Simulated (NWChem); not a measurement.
# CF2 cation, doublet

```xyz
3

F      1.0870     0.0000    -0.1452
C      0.0000     0.0000     0.4273
F     -1.0870     0.0000    -0.1452
```
Atoms are numbered in this order, from 1.

Computed with NWChem. Pople sets run with spherical d functions. Spin-unrestricted. In the optimisation the excess spin sits in a1 (C2v, its own frame). The geometry was optimised at B3LYP/6-31G* (spherical d), spin-unrestricted. No stability test was run on the SCF state. B3LYP is NWChem's, with the RPA form of VWN correlation. Atomic charges in e: unrestrained fits to the electrostatic potential beside Mulliken populations; the two definitions need not agree.

For level B3LYP/def2-SVP:

```
Quantity     Result
-----------  ------
Mulliken F1    0.16
ESP C2         0.69
Mulliken C2    0.67
Mulliken F3    0.16
```

### Question
What are these values for level UHF/6-31G*?

### Answer
* **Mulliken F1**: -0.09
* **ESP C2**: 0.87
* **Mulliken C2**: 1.19
* **Mulliken F3**: -0.09
